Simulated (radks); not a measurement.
The nuclear charge of neutral oxygen is varied continuously with 8 electrons held in [He] 2s2 2p4. Calculated with a radial shooting solver on a logarithmic mesh with Libxc functionals: scalar-relativistic Kohn-Sham, PBE, spin-polarised, spherical densities, point nucleus; open shells are filled with parallel spins first. By the Hellmann-Feynman theorem dE/dZ = E(electron-nucleus)/Z, the electronic potential at the nucleus. The scalar-relativistic energy here is not variational (the density holds large components alone), so the two differ by a part that grows with Z.

Z    E (hartree)  E(electron-nucleus)/Z (hartree)  HOMO  e(HOMO) (eV)  <r> HOMO (bohr)
7.8    -70.67372                         -21.5627    2p        -4.354            1.441
7.9    -72.84789                         -21.9183    2p        -5.729            1.385
8      -75.05760                         -22.2736    2p        -7.186            1.335
8.1    -77.30282                         -22.6284    2p        -8.723            1.290
8.2    -79.58353                         -22.9830    2p       -10.338            1.249
8.3    -81.89968                         -23.3374    2p       -12.030            1.211
8.4    -84.25126                         -23.6915    2p       -13.799            1.177
8.5    -86.63826                         -24.0455    2p       -15.642            1.144
8.6    -89.06065                         -24.3993    2p       -17.560            1.114
8.7    -91.51842                         -24.7530    2p       -19.552            1.086
8.8    -94.01157                         -25.1066    2p       -21.617            1.059
8.9    -96.54007                         -25.4601    2p       -23.754            1.034
9      -99.10393                         -25.8135    2p       -25.965            1.011

The central difference of E at Z = 8 is -22.275 hartree, to compare with the third column; the second derivative is -3.55 hartree.
